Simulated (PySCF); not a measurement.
# Working out the excitation energy of Cl²⁺

Cl²⁺ [Ne] 3s2 3p3 (4S) → Cl²⁺ [Ne] 3s2 3p2 4s1 (4P). Calculation: PySCF 2.14, in aug-cc-pV(D+d)Z (5s4p3d, 32 functions); no relativity, point nucleus. Frozen: [Ne]. Energies in hartree (1 hartree = 27.21139 eV):

```
            part  Cl²⁺ (lower)  Cl²⁺ (upper)
             UHF   -458.210258   -457.413688
CCSD correlation     -0.096106     -0.098281
             (T)     -0.001140     -0.002073
```

Task: What does Hartree-Fock give?

Result: (-457.413688) − (-458.210258) = 0.796570 hartree = 21.676 eV.

Task: What do CCSD and CCSD(T) give?

Result: The CCSD correlation energies differ by -0.002175 hartree = -0.059 eV and the triples by -0.000933 hartree = -0.025 eV, so CCSD gives 21.617 eV and CCSD(T) 21.592 eV.

The coupled-cluster amplitudes are large, so a single reference is strained.
